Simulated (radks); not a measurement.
Problem. Radial electron density D(r) = 4 pi r^2 rho(r) of an atom or ion with 32 electrons. All-electron calculation, non-relativistic Kohn-Sham, LDA (Slater exchange, Perdew-Wang correlation), spin-unpolarised, spherical densities, point nucleus. Program: a radial shooting solver on a logarithmic mesh with Libxc functionals.

r (bohr)  D(r) (e/bohr)
0.001208          2.431
0.001362          3.034
0.001535          3.777
0.001731          4.691
0.001952          5.807
0.002218          7.266
0.002501          8.929
0.00282           10.92
0.003179          13.30
0.003585          16.11
0.004074          19.63
0.004593          23.45
0.005179          27.79
0.005839          32.65
0.006637          38.35
0.007483          44.09
0.008437          50.05
0.009513          56.03
0.01073           61.76
0.01219           67.25
0.01374           71.45
0.0155            74.41
0.01747           75.92
0.0197            75.90
0.02239           74.39
0.02525           72.05
0.02846           69.55
0.03209           67.82
0.03618           67.80
0.04113           70.46
0.04637           75.64
0.05228           82.85
0.05895           90.70
0.06646           97.28
0.07554           100.7
0.08517           99.33
0.09603           93.64
0.1083            85.49
0.1221            77.84
0.1387            73.52
0.1564            74.51
0.1764            79.11
0.1989            83.74
0.2242            84.10
0.2548            76.76
0.2873            63.19
0.324             46.77
0.3653            32.00
0.4151            21.32
0.4681            16.11
0.5278            13.40
0.595             10.98
0.6709            7.951
0.7625            4.604
0.8597            2.204
0.9694           0.8279
1.093            0.2385
1.232           0.05128
1.401          0.006968
1.579         0.0007394

What is the nuclear charge?

Solution. Z = 60. The innermost maximum, from 1s, lies near 1/Z = 0.0167 bohr (found: 0.0185), and its height grows with Z. The density is that of the neodymium ion Nd28+ in [Ar] 3d10 4s2 4p2; the configuration itself is not fixed sharply by these data, and Z only to a few units. D(r) has 3 maxima, at r = 0.0185, 0.0774, 0.214 bohr, and minima at 0.0342, 0.143 bohr, inside which lie 1.99, 11.33 electrons.
